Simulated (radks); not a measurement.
The chromium ion Cr2+ inside a hard spherical wall (all orbitals vanish at R), configuration held at [Ar] 3d4 and not refilled when levels cross. Method: scalar-relativistic Kohn-Sham, PBE, spin-polarised, spherical densities, finite nucleus; open shells are filled with parallel spins first; Fermi nuclear charge, rms radius 3.6452 fm; computed with a radial shooting solver on a logarithmic mesh with Libxc functionals. Eigenvalues in eV for spin up, with the zero of energy where the potential of the charges vanishes at infinity; a dash marks a level that is unbound or too diffuse for the functional's potential to be trusted. A positive occupied level is held by the wall or, in an anion where self-interaction has pushed it up, behind a barrier. The pressure on the wall is -dE/dV.

R (bohr)  E (hartree)  kinetic (hartree)    e(2p)    e(3s)    e(3p)    e(3d)  e(4s, empty)  e(4p, empty)  pressure (GPa)
free      -1049.81936           1060.497  -582.01  -96.532  -67.837  -24.157       -19.211       -13.894               0
20        -1049.81936           1060.497  -582.01  -96.532  -67.837  -24.157       -19.211       -13.894        < 0.0001
15        -1049.81936           1060.497  -582.01  -96.532  -67.837  -24.157       -19.211       -13.894        < 0.0001
10        -1049.81936           1060.497  -582.01  -96.532  -67.837  -24.157       -19.211       -13.893        < 0.0001
7         -1049.81933           1060.498  -582.01  -96.530  -67.834  -24.154       -19.188       -13.783         0.00319
6         -1049.81908           1060.501  -581.98  -96.511  -67.816  -24.137       -19.073       -13.458          0.0402
4         -1049.79921           1060.643  -581.11  -95.817  -67.145  -23.414       -15.875        -8.254            6.15
3.5       -1049.76179           1060.862  -579.99  -94.982  -66.336  -22.471       -12.082        -3.141            23.4
2.5       -1049.25179           1063.515  -571.46  -89.180  -60.455  -15.096        16.199        30.005             541
